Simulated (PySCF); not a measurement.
**[Yb(H2O)8]3+ at several levels of theory**

Computed with PySCF 2.14.0 (density fitting, no spin-orbit coupling) at the geometry relaxed with BP86:

```xyz
25
[Yb(H2O)8]3+ (singlet in the valence; each metal's 4f electrons, 13 of them, lie in its core potential, out of spins and levels; a saddle point, relaxed within its symmetry)
Yb    0.0000    0.0000    0.0000
O     2.0644    0.0000    1.2352
H     2.2473    0.0000    2.2012
H     2.9562    0.0001    0.8223
O     0.0000    2.0644    1.2352
H     0.0000    2.2473    2.2012
H    -0.0001    2.9562    0.8223
O    -2.0644    0.0000    1.2352
H    -2.2473    0.0000    2.2012
H    -2.9562   -0.0001    0.8223
O     0.0000   -2.0644    1.2352
H     0.0000   -2.2473    2.2012
H     0.0001   -2.9562    0.8223
O     1.4597    1.4598   -1.2352
H     2.0903    2.0904   -0.8223
H     1.5891    1.5891   -2.2012
O    -1.4598    1.4597   -1.2352
H    -2.0904    2.0903   -0.8223
H    -1.5891    1.5891   -2.2012
O    -1.4597   -1.4598   -1.2352
H    -2.0903   -2.0904   -0.8223
H    -1.5891   -1.5891   -2.2012
O     1.4598   -1.4597   -1.2352
H     2.0904   -2.0903   -0.8223
H     1.5891   -1.5891   -2.2012
```

```tsv
level	basis	state	HOMO (eV)	gap (eV)	charge on Yb1 (e)	population of f-type functions on Yb1 (polarisation alone where 4f lies in the core)	dipole about the centre of mass (D)	largest force component (eV/Å)
BP86	Yb lcecp-1-SVP with ECP59, O def2-SVP, H def2-SVP	singlet	-18.85	5.71	0.66	0.04	0.00	0.00
r2SCAN	the same	singlet	-19.22	6.43	0.95	0.04	0.00	0.42
CAM-B3LYP	the same	singlet	-22.15	11.08	0.84	0.04	0.00	0.42
PBE	the same	singlet	-18.74	5.65	0.64	0.04	0.00	0.06
```

In the lcecp rows the 4f levels are missing from HOMO and gap, and the state counts the valence alone.

Charges are Mulliken's, which hang on the basis. The relaxation used the grid (50, 194), these runs (75, 302) or, all-electron (x2c bases, spin-free X2C Hamiltonian), (99, 590).

Q: What does wB97X with Yb lcecp-1-SVP with ECP59, O def2-SVP, H def2-SVP give here?

A: state singlet, HOMO (eV) -23.22, gap (eV) 13.25, charge on Yb1 (e) 0.88, population of f-type functions on Yb1 (polarisation alone where 4f lies in the core) 0.04, dipole about the centre of mass (D) 0.00, largest force component (eV/Å) 0.56. Time: 62 s on 4 threads of Intel(R) Xeon(R) Platinum 8259CL CPU @ 2.50GHz (Skylake/Cascade Lake), with other jobs on the host, from an already converged density.

In the first row's basis the gap widens with exact exchange: 5.6 to 6.4 eV for PBE, BP86, r2SCAN (none); 11.1 to 13.2 eV for CAM-B3LYP, wB97X (rising or full at long range).

An lcecp potential fixes the number of 4f electrons, so in runs with it no electron can move into or out of that shell.
